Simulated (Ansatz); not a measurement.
Reaction (cleavage of the Si–B bond): `[SiH3]O[SiH2]BS` + H–F → `F[SiH2]O[SiH3]` + `BS`

Isolated molecules relaxed with PBE0-D4/def2-TZVP in Ansatz; ΔE leaves out vibrations. CCSD(T)/CBS adds triple-zeta CCSD(T) − MP2 to the extrapolated MP2 energy (def2 sets, frozen cores). This one scheme is used for every species. Functionals use def2-TZVPP. One conformer a species, not always the lowest.

`[SiH3]O[SiH2]BS`:

Z-matrix (Å, degrees):
```
Si
O 1 1.637
H 1 1.487 2 110.4
H 1 1.487 2 110.4 3 120.6
H 1 1.483 2 107.8 3 -119.7
Si 2 1.651 1 142.0 3 -58.9
B 6 1.999 2 108.2 1 178.9
H 6 1.492 2 109.1 1 -59.6
H 6 1.492 2 109.1 1 57.3
S 7 1.760 6 120.4 2 0.1
H 7 1.194 6 124.4 2 -179.9
H 10 1.348 7 98.7 6 0.0
```

H–F:

Z-matrix (Å, degrees):
```
F
H 1 0.920
```

`F[SiH2]O[SiH3]`:

```xyz
9

F    -1.391   -1.626    1.189
Si   -1.292   -0.065    0.880
O    -0.277    0.178   -0.354
Si    1.254    0.136   -0.942
H    -2.635    0.402    0.486
H    -0.783    0.588    2.106
H     1.380    1.194   -1.973
H     1.518   -1.192   -1.547
H     2.225    0.386    0.155
```

`BS`:

```xyz
5

B    -0.378    0.299   -0.322
S     1.141   -0.553   -0.042
H    -0.526    0.750   -1.415
H    -1.195    0.410    0.536
H     0.958   -0.905    1.243
```

```tsv
level	ΔE (kJ/mol)
LDA (SPW92)	-139.9
PBE-D4	-139.4
revPBE-D4	-135.6
MP2/def2-TZVPP	-165.4
```

(1) What does CCSD(T)/CBS give? (An estimate is asked.)

Largest T1 diagnostic among the species: 0.015.

Results:

(1) Ansatz gave: -160.2 kJ/mol. The listed levels differ from it by 20.3, 20.8, 24.6, -5.2 kJ/mol.

The D4 term adds +12.2 kJ/mol with B3LYP and +7.0 kJ/mol with PBE0; it sums over pairs of atoms, weighted by their polarisabilities, and B3LYP, whose exchange is more repulsive, gets the larger term. Leaving LDA and LC-ωPBE aside and taking each functional with its dispersion term where it has one, the values, not all of them listed here, spread over 37.3 kJ/mol, from B2PLYP to revPBE-D4. LDA lies +7.1 kJ/mol from PBE without D4.

B3LYP here is the variant with VWN-RPA as its local correlation; programs differ in this.
